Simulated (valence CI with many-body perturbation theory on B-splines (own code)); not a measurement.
## E1 transitions of Ti⁹⁺

Level of theory: configuration interaction combined with many-body perturbation theory (CI+MBPT): three valence electrons over a frozen Dirac-Fock core [Ne], a basis of 11 s, 11 p, 9 d, 7 f, 5 g, 2 h, 1 i functions for each j, with the one-electron correlation potential Σ1, the two-electron term Σ2, the three-electron term Σ3, Breit, model QED; selected CI, second order for the rest, scaled by the run's own slope (own B-spline code, finite nucleus).

No measured spectrum was set against this ion. As an estimate, levels of excited configurations hold to 0.05 to 0.15 % of their energy, terms of the ground configuration to about 0.5 %.

Lines 151 to 200 of 263 in falling wavelength, among levels below 815520 cm⁻¹, chosen from the strongest by gf and those to the six lowest levels. Wavelengths and rates use the calculated energies, so an error of 200 cm⁻¹ moves a line at 325.7 Å by 0.065 % and its rate by three times that or more. Electric multipoles are in the length gauge, E1 and E2 with the static RPA response of the core. Weak lines are less certain than strong ones. Lines between different terms over intervals too small for the method are left out, as are lines whose strength nearly cancels. Where a level lies close to another of its J and parity, the split of strength between their lines is uncertain. The highest levels of a list are the least certain.

Names give the largest LS component (configuration and term), which can be under half, so a name can repeat, a term be missing and a line seem to break the LS rules; names also repeat where a configuration has a term twice. Letters in brackets count levels of one name in rising energy.

```csv
λ vac (Å),Upper,Lower,A (s⁻¹),S (a.u.)
325.7,3s 3p 3d 2D°_5/2 [a],3s 3p2 2D_3/2,1.99e+09,2.04e-01
324.5,3p2 3d 2P_1/2 [a],3p3 2D°_3/2,7.50e+09,2.53e-01
320.4,3s 3p 3d 2P°_1/2 [a],3s 3p2 2P_1/2,1.31e+10,4.26e-01
312.4,3p2 3d 2P_1/2 [b],3p3 2P°_3/2,3.90e+09,1.17e-01
311.8,3p2 3d 2P_1/2 [b],3p3 2P°_1/2,1.93e+10,5.76e-01
311.2,3p2 3d 2P_3/2 [b],3p3 2P°_3/2,1.12e+10,6.68e-01
310.7,3p2 3d 2P_3/2 [b],3p3 2P°_1/2,4.42e+09,2.62e-01
306.9,3p2 3d 2S_1/2,3p3 2P°_3/2,1.84e+10,5.25e-01
306.8,3s 3p 3d 2P°_3/2 [a],3s 3p2 2S_1/2,2.56e+10,1.46e+00
306.7,3p2 3d 2D_3/2 [b],3p3 2P°_3/2,7.26e+09,4.14e-01
305.5,3s 3p 3d 2P°_1/2 [b],3s 3p2 2P_3/2,6.54e+09,1.84e-01
305.1,3p2 3d 2D_5/2 [a],3p3 4S°_3/2,7.76e+09,6.53e-01
305.0,3s 3p 3d 2P°_3/2 [b],3s 3p2 2P_3/2,6.95e+09,3.89e-01
304.2,3s 3p 3d 2P°_1/2 [a],3s 3p2 2S_1/2,1.64e+10,4.55e-01
302.2,3s 3p 3d 2D°_3/2 [b],3s 3p2 2P_3/2,1.50e+10,8.16e-01
302.0,3s 3p 3d 2F°_5/2 [a],3s 3p2 2D_3/2,9.40e+09,7.67e-01
301.7,3s 3p 3d 2P°_1/2 [b],3s 3p2 2P_1/2,8.84e+09,2.40e-01
301.3,3s 3p 3d 2D°_5/2 [b],3s 3p2 2P_3/2,4.16e+10,3.37e+00
301.1,3s 3p 3d 2P°_3/2 [b],3s 3p2 2P_1/2,1.27e+10,6.84e-01
300.0,3p2 3d 4P_5/2,3p3 4S°_3/2,2.35e+10,1.88e+00
299.4,3s 3p 3d 4P°_5/2,3s 3p2 4P_5/2,3.14e+09,2.49e-01
299.3,3p2 3d 4P_3/2,3p3 4S°_3/2,3.02e+10,1.60e+00
298.8,3p2 3d 4P_1/2,3p3 4S°_3/2,3.22e+10,8.48e-01
298.4,3s 3p 3d 2D°_3/2 [b],3s 3p2 2P_1/2,2.38e+10,1.25e+00
298.1,3s 3p 3d 4P°_3/2,3s 3p2 4P_5/2,1.77e+09,9.28e-02
297.1,3s 3p 3d 2F°_7/2 [a],3s 3p2 2D_5/2,1.08e+10,1.11e+00
296.5,3p2 3d 2D_5/2 [a],3p3 2D°_5/2,1.51e+10,1.16e+00
296.1,3s2 3d 2D_3/2,3s2 3p 2P°_3/2,5.17e+09,2.65e-01
295.8,3s 3p 3d 4P°_5/2,3s 3p2 4P_3/2,1.58e+10,1.21e+00
295.6,3s2 3d 2D_5/2,3s2 3p 2P°_3/2,2.83e+10,2.16e+00
295.2,3p2 3d 2D_3/2 [a],3p3 2D°_5/2,2.47e+09,1.26e-01
294.5,3s 3p 3d 4P°_3/2,3s 3p2 4P_3/2,1.82e+09,9.16e-02
294.4,3p2 3d 2D_3/2 [a],3p3 2D°_3/2,1.83e+10,9.23e-01
294.1,3s 3p 3d 4D°_3/2,3s 3p2 4P_5/2,7.29e+09,3.66e-01
293.8,3s 3p 3d 4D°_7/2,3s 3p2 4P_5/2,2.89e+10,2.90e+00
293.7,3s 3p 3d 4D°_5/2,3s 3p2 4P_5/2,1.76e+10,1.32e+00
293.5,3s 3p 3d 4D°_1/2,3s 3p2 4P_3/2,8.23e+07,2.05e-03
292.1,3s 3p 3d 4P°_3/2,3s 3p2 4P_1/2,1.87e+10,9.18e-01
291.7,3p2 3d 4P_5/2,3p3 2D°_5/2,4.39e+09,3.23e-01
291.1,3s 3p 3d 4P°_1/2,3s 3p2 4P_3/2,1.96e+10,4.78e-01
291.0,3s 3p 3d 4D°_1/2,3s 3p2 4P_1/2,2.61e+10,6.34e-01
290.6,3s 3p 3d 4D°_3/2,3s 3p2 4P_3/2,1.65e+10,7.98e-01
290.3,3s 3p 3d 4D°_5/2,3s 3p2 4P_3/2,9.50e+09,6.88e-01
289.6,3s2 3d 2D_3/2,3s2 3p 2P°_1/2,2.46e+10,1.18e+00
288.7,3s 3p 3d 4P°_1/2,3s 3p2 4P_1/2,1.88e+09,4.48e-02
288.2,3s 3p 3d 4D°_3/2,3s 3p2 4P_1/2,9.44e+08,4.46e-02
287.3,3s 3p 3d 2P°_1/2 [b],3s 3p2 2S_1/2,7.80e+09,1.82e-01
286.8,3s 3p 3d 2P°_3/2 [b],3s 3p2 2S_1/2,2.45e+09,1.14e-01
284.3,3s 3p 3d 2D°_3/2 [a],3s 3p2 4P_5/2,7.30e+04,3.31e-06
284.2,3s 3p 3d 2D°_5/2 [a],3s 3p2 4P_5/2,7.15e+05,4.86e-05
```
